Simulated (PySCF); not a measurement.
Choosing a molecule for a target property.

Each SMILES stands for a single optimised conformer of the isolated species, non-relativistic unless stated; the electronic structure was computed with PySCF and density fitting.

The conformers computed, where there is a choice (atom-mapped SMILES and torsion angles):
- `[CH2:1]=[CH:2][c:3]1[cH:4][cH:5][cH:6][c:7]([C:8](=[CH2:9])[CH3:10])[cH:11]1`: C1–C2–C3–C4 -172°, C6–C7–C8–C9 142°
- `[CH3:1]/[N:2]=[CH:3]\[CH2:4][Si@H:5]([Cl:6])[CH2:7][C:8]#[N:9]`: N2–C3–C4–Si5 107°, C3–C4–Si5–Cl6 62°, C4–Si5–C7–C8 -64°
- `[CH:1]#[C:2][c:3]1[c:4]([CH3:5])[cH:6][cH:7][cH:8][c:9]1[CH2:10][CH3:11]`: C8–C9–C10–C11 92°

Problem. Wanted: HOMO energy below -6.9 eV (PBE0/pcSseg-1) and dipole moment above 5 D (PBE0/pcSseg-1), at GFN2-xTB geometries. Which candidate meets both?
A. `C[C@@H]1OC(=O)[C@@H](C)OC1=O`
B. `C/N=C\C[Si@H](Cl)CC#N`
C. `C#CC1=C(C)C=CC=C1CC`
D. `C=Cc1cccc(C(=C)C)c1`
E. `C[C@@H]1OC(=O)C(=O)O[C@@H]1C`

Solution. E. Computed values:
```
                     species  HOMO energy  dipole moment
C[C@@H]1OC(=O)[C@@H](C)OC1=O     -8.24 eV         2.82 D
C[C@@H]1OC(=O)C(=O)O[C@@H]1C     -8.11 eV         6.70 D
       C/N=C\C[Si@H](Cl)CC#N     -7.02 eV         2.47 D
         C#CC1=C(C)C=CC=C1CC     -6.71 eV         0.17 D
         C=Cc1cccc(C(=C)C)c1     -6.54 eV         0.47 D
```

Problem. Wanted: smallest rotational constant between 0.8 GHz and 0.95 GHz (GFN2-xTB) and HOMO–LUMO gap above 6 eV (PBE0/pcSseg-1), at GFN2-xTB geometries. Which candidate meets both?
A. `C[C@@H]1OC(=O)C(=O)O[C@@H]1C`
B. `C=Cc1cccc(C(=C)C)c1`
C. `C#Cc1c(C)cccc1CC`
D. `C[C@@H]1OC(=O)[C@@H](C)OC1=O`

Solution. D. Computed values:
```
                     species  smallest rotational constant  HOMO–LUMO gap
         C=Cc1cccc(C(=C)C)c1                     0.573 GHz        5.47 eV
            C#Cc1c(C)cccc1CC                     0.675 GHz        5.82 eV
C[C@@H]1OC(=O)[C@@H](C)OC1=O                     0.915 GHz        7.70 eV
C[C@@H]1OC(=O)C(=O)O[C@@H]1C                     0.978 GHz        6.29 eV
```
